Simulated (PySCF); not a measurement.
Working with the constants of EuCl

B2PLYP constants of EuCl, nonet, about 7.0 electrons in the 4f shell (Mulliken) (basis Eu x2c-SVPall, Cl x2c-SVPall; spin-free X2C with a Gaussian nucleus; PySCF 2.14; masses 152.9212 and 34.9689 u):

```
ωe                      : 305.8 cm⁻¹
ωexe                    : 0.808 cm⁻¹
Be                      : 0.091085 cm⁻¹
αe                      : 0.000347 cm⁻¹
D (centrifugal)         : 3.23e-08 cm⁻¹
De to Eu (4f7 6s2) + Cl : 4.28 eV
```

(1) Give the vibrational terms G(v) and spacings up to v = 6.

(2) How well does the Morse estimate ωe²/(4ωexe) reproduce De, and what is D0?

Correlated steps freeze 23 core orbitals. These are scalar-relativistic numbers at best; spin–orbit coupling would shift them, the dissociation energy most. B2PLYP dipoles, levels and charges come from its SCF part alone. The state is the lowest single determinant that the PBE0 search found; with open d or f shells the true ground state can be another one.

Answers

(1) G(v) = ωe(v+½) − ωexe(v+½)².

| v | G(v) (cm⁻¹) | G(v) − G(v−1) | Bv (cm⁻¹) |
| --- | --- | --- | --- |
| 0 | 152.7 |  | 0.09091 |
| 1 | 456.9 | 304.2 | 0.09056 |
| 2 | 759.5 | 302.6 | 0.09022 |
| 3 | 1060.4 | 301.0 | 0.08987 |
| 4 | 1359.7 | 299.3 | 0.08952 |
| 5 | 1657.5 | 297.7 | 0.08918 |
| 6 | 1953.6 | 296.1 | 0.08883 |

(2) It gives 3.59 eV, 84 % of the computed De. D0 = De − G(0) = 4.28 − 0.02 = 4.26 eV.
